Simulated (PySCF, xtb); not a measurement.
Al(H)(NH2)(NMe2) (C2H9AlN2), SMILES [NH2][AlH][N](C)C.

xtb 6.7.1 with GFN2-xTB at its own geometry gives an orbital gap of 3.59 eV and a dipole moment of 1.31 D.

Geometry optimised at TPSSh-D3(BJ)/def2-SVP. The structure was generated by enumeration; whether it is a known compound was not checked. The values are those of a single conformer.

Problem. What does PBE/def2-TZVP (PySCF) give? (The exact figures need the calculation; the answer reports its results.)

Solution. gap 4.36 eV (levels -4.84 and -0.48 eV), dipole 1.11 D.
